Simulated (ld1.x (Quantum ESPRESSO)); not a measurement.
# What one change does to a pseudopotential (zirconium, RRKJ)

```json
{
  "Element": "Zr (Z = 40)",
  "Generator": "ld1.x (Quantum ESPRESSO) 7.5",
  "Type": "norm-conserving RRKJ (Kleinman–Bylander form)",
  "Functional": "PBE",
  "Relativity": "scalar-relativistic",
  "Frozen core": "[Ar] 3d10",
  "Valence charge": "12",
  "Reference configuration": "4s2 4p6 4d2 5s0 5p0 (charge +2)",
  "Partial waves": "4s (bound): rc 1.85 bohr; 4d (bound): rc 2.90 bohr; 4p (bound): rc 2.20 bohr",
  "Local potential": "the p channel",
  "Core correction": "a·sin(br)/r model core inside 0.85 bohr"
}
```

Change: local potential the d channel.

Cutoffs: the cutoffs (Ry, on a coarse ladder) from which the occupation-weighted sum of valence levels, in a spherical-Bessel basis at the reference potential, stays within 10 and 1 mRy of its value at 400 Ry; they do not see the model core or the augmentation charge, which bear on the density cutoff. Errors are all-electron minus pseudo energies relative to the spin-unpolarised reference configuration.

Problem. What does the change do?

Solution. The potential gets softer (30 Ry and 45 Ry → 30 Ry and 35 Ry); of the 7 tests that both files solve, the error grows in 0 and shrinks in 7 by more than 15 % and 0.3 meV (median size 349.4 → 241.6 meV); the range in which the p phases agree widens (upper end -1.1 → 2.1); neither file shows a bound ghost.

| quantity | base | changed |
| --- | --- | --- |
| cutoff, loose | 30 Ry | 30 Ry |
| cutoff, tight | 45 Ry | 35 Ry |
| bound ghosts | none | none |
| error for 4s2 4p6 4d2 5s2 5p0, meV [ΔE -20.08 eV] | +509 | +323 |
| error for 4s2 4p6 4d2 5s1 5p0, meV [ΔE -12.94 eV] | +333 | +242 |
| error for 4s2 4p6 4d1 5s0 5p0, meV [ΔE 22.63 eV] | +78 | +29 |
| error for 4s2 4p6 4d2 5s0 5p2, meV [ΔE -13.86 eV] | +184 | -67 |
| error for 4s2 4p6 4d1 5s2 5p0, meV [ΔE -12.41 eV] | +827 | +650 |
| error for 4s2 4p6 4d2.5 5s1.5 5p0, meV [ΔE -19.56 eV] | +349 | +204 |
| error for 4s2 4p6 4d1 5s2 5p1, meV [ΔE -17.07 eV] | +820 | +491 |
| s: phases at 3.13 bohr within 0.05 rad from the reference energy up to (Ry; the scan ends near 5) | -1.7 | -1.5 |
| p: phases at 3.13 bohr within 0.05 rad from the reference energy up to (Ry; the scan ends near 5) | -1.1 | 2.1 |
| d: phases at 3.13 bohr within 0.05 rad from the reference energy up to (Ry; the scan ends near 5) | 0.2 | 0.1 |
